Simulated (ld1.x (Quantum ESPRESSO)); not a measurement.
What one change does to a pseudopotential (copper (Cu), TM)

```json
{
 "Element": "copper (Cu)",
 "Generator": "ld1.x (Quantum ESPRESSO) 7.5",
 "Type": "norm-conserving Troullier–Martins (Kleinman–Bylander form)",
 "Functional": "PBE",
 "Relativity": "scalar-relativistic",
 "Frozen core": "[Ne] 3s2",
 "Valence charge": "17",
 "Reference configuration": "3p6 3d10 4s0 4p0 (charge +1)",
 "Partial waves": "4s (bound, empty): rc 2.20 bohr; 3d (bound): rc 0.90 bohr; 3p (bound): rc 0.85 bohr",
 "Local potential": "the p channel",
 "Core correction": "none"
}
```

Change: wave 4s (bound): rc 2.20 bohr becomes 4s (bound): rc 3.08 bohr.

Cutoffs: the cutoffs (Ry, on a coarse ladder) from which the occupation-weighted sum of valence levels, in a spherical-Bessel basis at the reference potential, stays within 10 and 1 mRy of its value at 400 Ry; they do not see the model core or the augmentation charge, which bear on the density cutoff. Errors are all-electron minus pseudo energies relative to the spin-unpolarised reference configuration.

Problem. What does the change do?

Solution. Both files keep a bound ghost (s); of the 7 tests that both files solve, the error grows in 3 and shrinks in 0 by more than 15 % and 0.3 meV (median size 28.6 → 28.7 meV). More of the atom is replaced by a form fitted at one configuration, so other configurations suffer.

| quantity | base | changed |
| --- | --- | --- |
| cutoff, loose | 260 Ry | 260 Ry |
| cutoff, tight | over 300 Ry | over 300 Ry |
| bound ghosts | s | s |
| error for 3p6 3d10 4s1 4p0, meV [ΔE -8.15 eV] | -7.0 | -10 |
| error for 3p6 3d9 4s0 4p0, meV [ΔE 21.33 eV] | -2.4 | -2.4 |
| error for 3p6 3d8 4s0 4p0, meV [ΔE 60.35 eV] | -29 | -29 |
| error for 3p5 3d10 4s1 4p0, meV [ΔE 71.39 eV] | -66 | +82 |
| error for 3p6 3d10 4s0 4p1, meV [ΔE -4.01 eV] | +6.7 | +6.7 |
| error for 3p6 3d9 4s1 4p1, meV [ΔE -1.34 eV] | -33 | +68 |
| error for 3p6 3d7 4s0 4p0, meV [ΔE 120.06 eV] | -120 | -120 |

 A true bound ghost makes a file unfit for plane-wave use even where its test errors are small: the radial tests pick states by their node count and pass the ghost by.
